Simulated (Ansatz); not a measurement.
Input file for Ansatz (a program for electronic structure): R-RI-MP2/cc-pVQZ on CH4BFO (SMILES CB(O)F), a point of a torsion scan. Files ending in .json are basis or fitting sets from the Basis Set Exchange.

Ansatz 0.2 input:
```yaml
crystal:
  periodic: [false, false, false]
  atoms:
    - {symbol: C, position_ang: [-0.85166086, -0.17610647, -0.06372572]}
    - {symbol: B, position_ang: [0.56850409, 0.51176728, 0.05764828]}
    - {symbol: O, position_ang: [1.66679501, 0.03627716, -0.53957139]}
    - {symbol: F, position_ang: [0.72479446, 1.47276253, 0.98649636]}
    - {symbol: H, position_ang: [-1.56687871, 0.51971237, -0.49816130]}
    - {symbol: H, position_ang: [-0.82675535, -1.06461009, -0.68504022]}
    - {symbol: H, position_ang: [-1.23988846, -0.44725841, 0.91445629]}
    - {symbol: H, position_ang: [2.26498006, 0.59104094, -1.03111609]}
basis:
  gaussian:
    orbitals: cc-pVQZ
    fitting: {mean_field: def2-universal-JKFIT, correlation: cc-pVQZ-RIFIT.json}
magnetization: {spin_polarized: false}
correlation: {method: mp2, electrons: outside_noble_gas}
scf: {lower_state_search: off}
```

Output:

```
WARN ansatz: RAYON_NUM_THREADS=1 ignored (pool sized by the plan → 1); use --threads N
Functional definition: HF
these checks for a lower state are left out or cut short: stability, starts, cluster_reference, orbital_swaps, neighbouring_geometries, increment
integrals: 0.38 GiB planned
376 factors; integrals over basis functions are off by at most 3.9e0 eV
mean field: 0.62 GiB planned
mean field evaluation 1: about -6511.4507 eV, gradient 4.4e1 eV
mean field evaluation 2: about -6514.1555 eV, gradient 2.3e1 eV
mean field evaluation 4: about -6514.9557 eV, gradient 9.7e-1 eV
mean field -6514.95935741 eV, -239.4203403867 hartree, gradient 1.0e-6 eV, S^2 0.000000; 0 other end points of the search recorded, 0 dependent functions left out
4 core orbitals not correlated
748 factors; their error is unknown
reference -6514.95935741 eV, -239.4203403867 hartree; 12, 12 occupied and 324, 324 virtual orbitals, 748 factors
second order -22.45210089 eV of doubles, -0.00000000 eV of singles
Total energy: -6537.41145830 eV, -240.2454398759 hartree
Checks for a lower state left out: stability, starts, cluster_reference, orbital_swaps, neighbouring_geometries, increment
```

The run converged.

Cost: around 4 core-seconds (rough).
